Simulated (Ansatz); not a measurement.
Start from `C=CB(N)[SiH3]` and change one atom or group to get `N[B]([SiH3])[SbH2]`.

Ansatz, PBE0-D4/def2-TZVP geometries, multiplicity 1. Each molecule was computed in one conformer, which needn't be the lowest.

Elements past krypton have def2 core potentials.

```
                                        property  `C=CB(N)[SiH3]`
             LUMO energy (B3LYP/def2-TZVPP) / eV            -1.16
            HOMO–LUMO gap (PBE0/def2-TZVPP) / eV             6.47
         HOMO–LUMO gap (ωB97M-V/def2-TZVPP) / eV            10.65
size of the dipole moment (B3LYP/def2-TZVPP) / D             2.26
           LUMO energy (ωB97M-V/def2-TZVPP) / eV             1.04
              HOMO energy (PBE0/def2-TZVPP) / eV            -7.45
```

What does the change do to each property? (Best estimate.)

Computed: 
```json
{"property": "LUMO energy (B3LYP/def2-TZVPP) / eV", "`N[B]([SiH3])[SbH2]`": "-1.09", "shift": "0.07"}
{"property": "HOMO–LUMO gap (PBE0/def2-TZVPP) / eV", "`N[B]([SiH3])[SbH2]`": "5.73", "shift": "-0.74"}
{"property": "HOMO–LUMO gap (ωB97M-V/def2-TZVPP) / eV", "`N[B]([SiH3])[SbH2]`": "9.67", "shift": "-0.98"}
{"property": "size of the dipole moment (B3LYP/def2-TZVPP) / D", "`N[B]([SiH3])[SbH2]`": "2.58", "shift": "0.32"}
{"property": "LUMO energy (ωB97M-V/def2-TZVPP) / eV", "`N[B]([SiH3])[SbH2]`": "1.00", "shift": "-0.04"}
{"property": "HOMO energy (PBE0/def2-TZVPP) / eV", "`N[B]([SiH3])[SbH2]`": "-6.66", "shift": "0.79"}
```

Dipoles are sizes alone; their direction can turn.

B3LYP here is the variant with VWN-RPA as its local correlation; programs differ in this.

Spin–orbit coupling is left out; it splits and shifts lone-pair levels of the heavy atoms by tenths of an eV.
